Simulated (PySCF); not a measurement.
# Hartree-Fock beside MP2: ClGeH3OSi

These are calculations, not measurements. The program is PySCF 2.14.0, an open-source quantum chemistry code, run on an isolated molecule that a program drew, which may never have been made. The molecule is ClGeH3OSi (charge 0, singlet), drawn as the SMILES string `[SiH3][O][Ge][Cl]`.

The geometry was optimised and harmonic frequencies were computed with HF and MP2, all in the cc-pV(D+d)Z basis, for the commonest isotopes, with a restricted reference for singlets and an unrestricted one otherwise, and a frozen core in MP2. Germanium has the cc-pVDZ-PP basis, with a core potential (ECP10MDF) in place of its 10 inner electrons, and its 3s, 3p and 3d shells are frozen in MP2. Each result is a local minimum of its method.

Geometry at the HF minimum:
```xyz
7
ClGeH3OSi, angstrom
Si   -0.0693    0.5970   -0.6354
O     0.1663    1.7486    0.5322
Ge    0.4741    2.1041    2.2320
Cl    0.5571    0.0165    3.0260
H    -1.2621   -0.2148   -0.3185
H    -0.2761    1.2906   -1.9229
H     1.1159   -0.2791   -0.7349
```

Lengths of the bonds as drawn, in Å (atoms numbered as above):
| bond | HF | MP2 |
|---|---|---|
| Si1-O2 | 1.657 | 1.688 |
| O2-Ge3 | 1.764 | 1.801 |
| Ge3-Cl4 | 2.235 | 2.229 |
| Si1-H5 | 1.477 | 1.480 |
| Si1-H6 | 1.477 | 1.479 |
| Si1-H7 | 1.477 | 1.480 |

Rotational constants, in GHz:
| constant | HF | MP2 |
|---|---|---|
| A | 3.935 | 3.757 |
| B | 1.723 | 1.842 |
| C | 1.215 | 1.254 |

Harmonic frequencies in cm^-1, each column in rising order, so a row needn't be the same motion in every method:
| rank | HF | MP2 |
|---|---|---|
| 1 | 77 | 91 |
| 2 | 80 | 109 |
| 3 | 113 | 119 |
| 4 | 252 | 235 |
| 5 | 370 | 378 |
| 6 | 501 | ? |
| 7 | 789 | 740 |
| 8 | 791 | 745 |
| 9 | 990 | 912 |
| 10 | 1038 | 985 |
| 11 | 1042 | 992 |
| 12 | 1087 | 1030 |
| 13 | 2325 | 2295 |
| 14 | 2326 | 2300 |
| 15 | 2338 | 2302 |

**Estimate the missing MP2 frequency from the HF column.**

A single factor s that minimises the squared misfit of MP2 against s times HF over the other rows is sum(HF x MP2) / sum(HF^2) = 0.9759, with an rms misfit of 28 cm^-1. For rank 6 it gives 0.9759 x 501 = 489 cm^-1. The calculation gives 512 cm^-1, 23 cm^-1 above the estimate. The drawn bonds are on average 0.7 % longer in MP2 than in HF.
